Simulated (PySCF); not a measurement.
Compound: C₅H₁₁NOSi₂.
Numbering: `[CH3:1][C:2]#[C:3][C@@H:4]1[CH2:5][Si@H:6]([NH2:7])[O:8][SiH2:9]1`

Cartesian coordinates in Å at the PBE0-D3(BJ)/def2-SVP level; atoms count from 1:
```xyz
20
C5H11NOSi2 angstrom
C      3.830    1.341    0.800
C      2.701    0.691    0.152
C      1.776    0.134   -0.404
C      0.634   -0.529   -1.016
C     -0.500    0.470   -1.375
Si    -1.418    0.867    0.234
N     -0.694    2.205    1.026
O     -1.244   -0.634    1.001
Si    -0.170   -1.692    0.284
H      3.503    2.197    1.412
H      4.364    0.644    1.465
H      4.553    1.721    0.061
H      0.966   -1.092   -1.906
H     -1.209   -0.017   -2.068
H     -0.106    1.362   -1.885
H     -2.873    1.146    0.113
H     -1.116    2.603    1.858
H      0.320    2.235    1.074
H      0.807   -2.238    1.266
H     -0.898   -2.816   -0.383
```

NICS is the negative of the GIAO shielding at a point without a nucleus: at the ring centre (0) and 1 Å above and below it (1); zz is the component along the ring normal. Level: GIAO PBE0/pcSseg-1 (PySCF, non-relativistic, gas phase) on the PBE0-D3(BJ)/def2-SVP geometry, one conformer.

Ring bond lengths (Å), with Mayer bond orders in brackets: C4–C5 1.553 (1.01), C5–Si6 1.894 (0.89), Si6–O8 1.694 (0.87), O8–Si9 1.670 (0.96), Si9–C4 1.921 (0.83).

Question: Give the NICS values of each ring in ppm.

Answer: 
| ring | type | NICS(0) | NICS(1), two faces | NICS(1)zz, two faces | rms pucker (Å) | centre to ring atoms, mean (Å) |
| --- | --- | --- | --- | --- | --- | --- |
| C4–C5–Si6–O8–Si9 | 5-membered ring with O and 2 Si; formal bonds all single | -5.1 | -3.5 / -2.5 | -3.6 / -2.6 | 0.19 | 1.47 |

Question: What can be read from them?

Answer: 
- C4–C5–Si6–O8–Si9: mean NICS(1)zz -3.1 ppm, shielded. C4, C5, Si6, Si9 have four or more neighbours; no verdict on aromaticity is drawn.

Question: Give the inner angles of the rings and the Hirshfeld charges of the ring atoms.

Answer: 
- C4–C5–Si6–O8–Si9: C4 103.9° (-0.101 e), C5 107.0° (-0.160 e), Si6 98.6° (+0.431 e), O8 115.7° (-0.328 e), Si9 100.1° (+0.397 e); sum 525.2° against 540° for a flat convex ring.

Question: How do the values depend on the level or the medium?

Answer: 
| level | NICS(0), C4–C5–Si6–O8–Si9 | mean NICS(1)zz, C4–C5–Si6–O8–Si9 |
| --- | --- | --- |
| PBE0/pcSseg-1, gas | -5.1 | -3.1 |
| wB97X-D/pcSseg-1, gas | -5.0 | -2.9 |
| PBE0/pcSseg-1, IEF-PCM dimethylsulfoxide | -5.2 | -3.0 |
| PBE0/pcSseg-1, IEF-PCM tetrahydrofuran | -5.2 | -3.1 |

The geometry is the same throughout; the continuum's cavity takes Bondi-type radii × 1.2.

The run took 1.7 min wall (grids of density and orbitals included) on Arm Neoverse N1, one thread, shared host with 64 logical CPUs at a one-minute load of 60, and the process peaked at 1.0 GiB of memory. This is the whole shielding run at PBE0/pcSseg-1, SCF included.
